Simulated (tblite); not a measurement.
A geometry optimisation, step by step.

Compound: C5H11BBrN3.
Atom-mapped SMILES: `[CH3:1]/[N:2]=[CH:3]\[C@H:4](/[CH:5]=[CH:6]\[Br:7])[B:8]([NH2:9])[NH2:10]` (hydrogens: H11, H12, H13 on C1; H14 on C3; H15 on C4; H16 on C5; H17 on C6; H18, H19 on N9; H20, H21 on N10)

Computed with GFN2-xTB (tblite), gas phase: L-BFGS steps from a force-field or distance-geometry start until the largest atomic force falls under 0.01 eV/Å. 9 of its 233 geometries are shown.

Step 0: E = -825.1532 eV, largest atomic force 1.879 eV/Å
```
atom  x, y, z in Å  |  force x, y, z in eV/Å
C1      2.379   -0.895    0.896   -0.655   0.265  -0.062
N2      1.434   -0.176    1.732   -0.691   0.517   0.136
C3      0.369    0.396    1.333    1.483  -1.053  -0.471
C4     -0.115    0.382   -0.117   -0.444   0.023   0.073
C5     -0.853    1.652   -0.424    0.629   0.786  -0.104
C6     -0.231    2.814   -0.682   -0.521  -0.744   0.212
Br7     1.684    3.012   -0.688   -0.690  -0.008  -0.063
B8     -1.068   -0.884   -0.329   -1.372  -1.041  -0.042
N9     -0.842   -1.828   -1.513    0.519   1.316   0.646
N10    -2.275   -1.108    0.586    0.953  -0.487  -1.360
H11     2.827   -0.201    0.159   -0.137  -0.417   0.203
H12     3.174   -1.321    1.529   -0.404   0.305  -0.139
H13     1.852   -1.725    0.384    0.358   0.328   0.032
H14    -0.269    0.878    2.067    0.235  -0.123  -0.170
H15     0.731    0.284   -0.816    0.102   0.249   0.362
H16    -1.942    1.660   -0.416    0.335  -0.095   0.071
H17    -0.819    3.703   -0.882    0.491   0.021  -0.020
H18    -0.860   -1.245   -2.380    0.194  -0.810   0.800
H19     0.115   -2.216   -1.413   -0.804   0.271  -0.414
H20    -2.174   -2.065    0.990   -0.407   0.989  -0.467
H21    -3.127   -1.099   -0.017    0.825  -0.293   0.778
```

Step 29: E = -826.2945 eV, largest atomic force 0.713 eV/Å
```
atom  x, y, z in Å  |  force x, y, z in eV/Å
C1      2.337   -0.894    0.981   -0.129   0.005  -0.048
N2      1.364   -0.305    1.859    0.048   0.007  -0.067
C3      0.347    0.238    1.364   -0.121   0.001  -0.236
C4     -0.034    0.364   -0.089   -0.162  -0.232   0.023
C5     -0.757    1.659   -0.267   -0.037  -0.320   0.318
C6     -0.235    2.828   -0.597   -0.190  -0.135  -0.394
Br7     1.516    3.064   -1.250    0.354  -0.063   0.038
B8     -1.045   -0.868   -0.502    0.024   0.154  -0.077
N9     -0.784   -1.745   -1.607   -0.040  -0.054  -0.163
N10    -2.215   -1.084    0.217    0.079   0.082   0.443
H11     2.735   -0.166    0.270    0.126   0.063   0.039
H12     3.143   -1.294    1.586    0.071  -0.071   0.022
H13     1.861   -1.685    0.398    0.144  -0.197  -0.001
H14    -0.374    0.640    2.064   -0.036   0.086   0.111
H15     0.849    0.329   -0.735    0.068   0.116   0.163
H16    -1.799    1.613    0.017   -0.047   0.242   0.063
H17    -0.802    3.733   -0.693   -0.196   0.146   0.100
H18    -1.121   -1.601   -2.544    0.144  -0.157   0.183
H19     0.122   -2.173   -1.553    0.254   0.114  -0.543
H20    -2.213   -0.899    1.214   -0.570   0.113  -0.414
H21    -2.905   -1.736   -0.134    0.216   0.100   0.440
```

Step 58: E = -827.1212 eV, largest atomic force 0.180 eV/Å
```
atom  x, y, z in Å  |  force x, y, z in eV/Å
C1      2.368   -0.954    1.010    0.006  -0.016  -0.024
N2      1.346   -0.421    1.869    0.023  -0.016  -0.026
C3      0.326    0.146    1.408   -0.016  -0.071   0.012
C4     -0.045    0.385   -0.030   -0.025  -0.019   0.002
C5     -0.757    1.682   -0.153    0.010   0.031  -0.012
C6     -0.277    2.790   -0.692    0.028   0.027  -0.028
Br7     1.467    2.926   -1.434   -0.011   0.005  -0.024
B8     -1.010   -0.821   -0.535    0.026  -0.010  -0.010
N9     -0.671   -1.577   -1.662    0.167   0.025   0.062
N10    -2.206   -1.062    0.147   -0.037   0.041   0.053
H11     2.784   -0.193    0.341   -0.018  -0.019   0.032
H12     3.168   -1.341    1.643   -0.046   0.011  -0.011
H13     1.972   -1.768    0.394    0.028   0.012   0.010
H14    -0.384    0.498    2.150   -0.025   0.032   0.010
H15     0.876    0.418   -0.616   -0.029  -0.031  -0.047
H16    -1.763    1.725    0.244   -0.009   0.012   0.039
H17    -0.824    3.715   -0.762   -0.006   0.027  -0.010
H18    -1.222   -2.347   -2.001    0.006   0.039  -0.004
H19     0.188   -1.451   -2.168   -0.034  -0.012  -0.034
H20    -2.498   -0.542    0.955   -0.006  -0.062   0.001
H21    -2.847   -1.790   -0.110   -0.034  -0.007   0.010
```

Step 87: E = -827.1448 eV, largest atomic force 0.069 eV/Å
```
atom  x, y, z in Å  |  force x, y, z in eV/Å
C1      2.318   -0.999    1.010   -0.018  -0.007   0.015
N2      1.275   -0.507    1.865   -0.025  -0.002   0.064
C3      0.275    0.106    1.418    0.028   0.033   0.021
C4     -0.063    0.436   -0.009    0.019  -0.007   0.008
C5     -0.727    1.760   -0.088    0.002  -0.030   0.012
C6     -0.288    2.818   -0.751   -0.003   0.004  -0.028
Br7     1.303    2.821   -1.790    0.005  -0.001  -0.019
B8     -1.000   -0.783   -0.531    0.010  -0.013  -0.030
N9     -0.575   -1.541   -1.627    0.052   0.000  -0.019
N10    -2.191   -1.081    0.138    0.004   0.030   0.008
H11     2.748   -0.211    0.386    0.021   0.021  -0.015
H12     3.096   -1.409    1.652    0.036  -0.010   0.000
H13     1.947   -1.789    0.354   -0.022  -0.030  -0.030
H14    -0.449    0.425    2.163    0.015   0.007  -0.012
H15     0.855    0.453   -0.600    0.007   0.021   0.017
H16    -1.647    1.879    0.471   -0.001  -0.016   0.009
H17    -0.787    3.772   -0.775   -0.024  -0.009  -0.002
H18    -1.086   -2.326   -1.993   -0.010   0.027   0.014
H19     0.267   -1.351   -2.142   -0.042   0.014   0.015
H20    -2.502   -0.602    0.963   -0.008  -0.019  -0.024
H21    -2.779   -1.855   -0.114   -0.046  -0.013  -0.006
```

Step 116: E = -827.1825 eV, largest atomic force 0.087 eV/Å
```
atom  x, y, z in Å  |  force x, y, z in eV/Å
C1      2.255   -1.153    1.080   -0.012  -0.004  -0.002
N2      1.306   -0.575    1.994   -0.018  -0.008  -0.006
C3      0.352    0.131    1.576    0.020  -0.042  -0.019
C4      0.032    0.491    0.160    0.004   0.027  -0.003
C5     -0.682    1.786    0.050   -0.020  -0.019   0.027
C6     -0.534    2.667   -0.926    0.004   0.055  -0.048
Br7     0.651    2.406   -2.388   -0.008  -0.016   0.008
B8     -0.880   -0.683   -0.512    0.033   0.023  -0.005
N9     -0.409   -1.328   -1.660   -0.002  -0.020  -0.003
N10    -2.126   -1.005    0.039    0.035   0.006   0.023
H11     2.784   -0.386    0.502   -0.017  -0.036   0.032
H12     2.984   -1.717    1.663   -0.035   0.032   0.011
H13     1.762   -1.828    0.374    0.014   0.013   0.005
H14    -0.325    0.507    2.339    0.029   0.000  -0.005
H15     0.965    0.549   -0.406    0.017  -0.011  -0.024
H16    -1.396    2.027    0.829    0.009  -0.023  -0.008
H17    -1.062    3.602   -0.997   -0.016  -0.009   0.019
H18    -0.948   -2.021   -2.150    0.035  -0.001  -0.008
H19     0.461   -1.112   -2.116   -0.078   0.030   0.025
H20    -2.477   -0.624    0.898    0.011   0.004  -0.038
H21    -2.721   -1.716   -0.348   -0.007  -0.002   0.019
```

Step 145: E = -827.1917 eV, largest atomic force 0.027 eV/Å
```
atom  x, y, z in Å  |  force x, y, z in eV/Å
C1      2.217   -1.224    1.123   -0.003  -0.004   0.009
N2      1.269   -0.614    2.016    0.004   0.006   0.006
C3      0.360    0.139    1.581   -0.001   0.006  -0.006
C4      0.075    0.524    0.165    0.003  -0.013  -0.010
C5     -0.660    1.808    0.059    0.012   0.003  -0.012
C6     -0.622    2.640   -0.969    0.002  -0.005   0.020
Br7     0.420    2.313   -2.520    0.001  -0.003   0.009
B8     -0.824   -0.650   -0.526   -0.003   0.016  -0.005
N9     -0.361   -1.269   -1.690   -0.006   0.013   0.020
N10    -2.055   -0.991    0.046    0.012  -0.004   0.006
H11     2.800   -0.474    0.579   -0.002  -0.011   0.001
H12     2.895   -1.828    1.724    0.006  -0.007   0.002
H13     1.717   -1.863    0.389   -0.002   0.002  -0.009
H14    -0.313    0.536    2.336    0.005   0.008  -0.005
H15     1.015    0.590   -0.390    0.003   0.014   0.003
H16    -1.303    2.077    0.889   -0.013  -0.005   0.006
H17    -1.173    3.563   -1.026   -0.002   0.017  -0.021
H18    -0.885   -1.969   -2.184   -0.014  -0.015  -0.017
H19     0.472   -0.989   -2.175    0.011   0.008  -0.003
H20    -2.394   -0.605    0.907   -0.005  -0.008   0.007
H21    -2.659   -1.697   -0.333   -0.006  -0.019   0.000
```

Step 174: E = -827.2046 eV, largest atomic force 0.035 eV/Å
```
atom  x, y, z in Å  |  force x, y, z in eV/Å
C1      2.057   -1.342    1.193   -0.008   0.009   0.005
N2      1.256   -0.504    2.043   -0.004  -0.033  -0.007
C3      0.421    0.306    1.565   -0.015   0.007   0.003
C4      0.100    0.574    0.128   -0.002  -0.001   0.006
C5     -0.703    1.812   -0.032    0.015   0.015  -0.008
C6     -0.643    2.673   -1.035   -0.010  -0.018   0.005
Br7     0.539    2.474   -2.508    0.001  -0.029   0.014
B8     -0.754   -0.657   -0.521    0.003  -0.003  -0.014
N9     -0.428   -1.098   -1.808   -0.001  -0.004   0.016
N10    -1.819   -1.213    0.199    0.017  -0.003   0.002
H11     2.842   -0.757    0.706   -0.007  -0.002   0.006
H12     2.525   -2.094    1.828    0.015   0.004  -0.025
H13     1.466   -1.835    0.414   -0.011   0.026   0.006
H14    -0.139    0.875    2.304   -0.001  -0.012  -0.022
H15     1.035    0.657   -0.435   -0.006   0.008   0.011
H16    -1.427    2.016    0.749   -0.004   0.003  -0.029
H17    -1.260    3.552   -1.123    0.009   0.006   0.004
H18    -0.931   -1.824   -2.287   -0.017   0.004   0.003
H19     0.282   -0.676   -2.379   -0.008   0.010   0.026
H20    -2.039   -0.957    1.143    0.004  -0.006   0.004
H21    -2.389   -1.966   -0.146    0.029   0.019  -0.005
```

Step 203: E = -827.2100 eV, largest atomic force 0.014 eV/Å
```
atom  x, y, z in Å  |  force x, y, z in eV/Å
C1      2.005   -1.340    1.180   -0.003  -0.002   0.008
N2      1.213   -0.515    2.050    0.002   0.002   0.007
C3      0.392    0.313    1.579    0.000   0.010  -0.002
C4      0.092    0.589    0.140    0.002   0.001  -0.004
C5     -0.698    1.831   -0.049    0.000  -0.013   0.002
C6     -0.606    2.676   -1.062    0.000   0.001  -0.007
Br7     0.614    2.442   -2.498    0.002  -0.006  -0.006
B8     -0.745   -0.656   -0.507   -0.005   0.005  -0.003
N9     -0.458   -1.051   -1.817   -0.005   0.008  -0.005
N10    -1.744   -1.281    0.247    0.004   0.005   0.000
H11     2.802   -0.752    0.715   -0.004   0.006  -0.001
H12     2.460   -2.122    1.787    0.006   0.000   0.011
H13     1.407   -1.794    0.383    0.004   0.000  -0.007
H14    -0.171    0.881    2.316   -0.001  -0.006  -0.005
H15     1.037    0.665   -0.408    0.003   0.005   0.001
H16    -1.442    2.050    0.707   -0.004  -0.010   0.009
H17    -1.210    3.560   -1.179    0.009  -0.003   0.007
H18    -0.958   -1.776   -2.298   -0.006  -0.003   0.000
H19     0.213   -0.585   -2.401   -0.002   0.003  -0.006
H20    -1.927   -1.064    1.209   -0.003  -0.011  -0.002
H21    -2.286   -2.055   -0.093    0.000   0.009   0.003
```

Step 232: E = -827.2129 eV, largest atomic force 0.008 eV/Å
```
atom  x, y, z in Å  |  force x, y, z in eV/Å
C1      2.017   -1.313    1.234    0.000  -0.001   0.001
N2      1.182   -0.502    2.076    0.003   0.004  -0.002
C3      0.359    0.308    1.576   -0.003  -0.001   0.000
C4      0.089    0.566    0.128    0.000   0.001   0.002
C5     -0.676    1.818   -0.084   -0.001   0.000  -0.001
C6     -0.533    2.671   -1.086    0.000   0.001  -0.004
Br7     0.736    2.435   -2.480    0.001  -0.001   0.000
B8     -0.770   -0.665   -0.518    0.003   0.001  -0.002
N9     -0.598   -0.962   -1.873    0.000   0.000   0.004
N10    -1.680   -1.370    0.278   -0.002   0.001   0.002
H11     2.797   -0.706    0.767    0.001  -0.003  -0.002
H12     2.493   -2.064    1.864    0.002  -0.002  -0.001
H13     1.450   -1.807    0.438   -0.002   0.004   0.004
H14    -0.235    0.869    2.292   -0.003  -0.002  -0.001
H15     1.042    0.617   -0.409   -0.001   0.001   0.000
H16    -1.446    2.041    0.645    0.001  -0.001   0.002
H17    -1.119    3.565   -1.215    0.000   0.001   0.001
H18    -1.118   -1.675   -2.353    0.003   0.003   0.001
H19     0.014   -0.447   -2.480   -0.004  -0.003   0.000
H20    -1.778   -1.227    1.266    0.002  -0.002  -0.007
H21    -2.233   -2.134   -0.067   -0.002  -0.001   0.002
```

Question: Summarise the path.

Answer: The energy falls by 198.73 kJ/mol from step 0 to step 232; nine tenths of that is first reached at step 48. It rises by more than 0.2 meV at step 22. The largest force goes from 1.879 to 0.008 eV/Å. Among the bonds B8–N9 changes most (a near tie, within 0.001 Å, with another), from 1.530 to 1.397 Å; the atoms move by 0.947 Å rms after alignment.

What follows is the cost of the whole relaxation. Hardware: an Arm Neoverse V1 with one thread, shared host. Cost: 2.3 s wall.
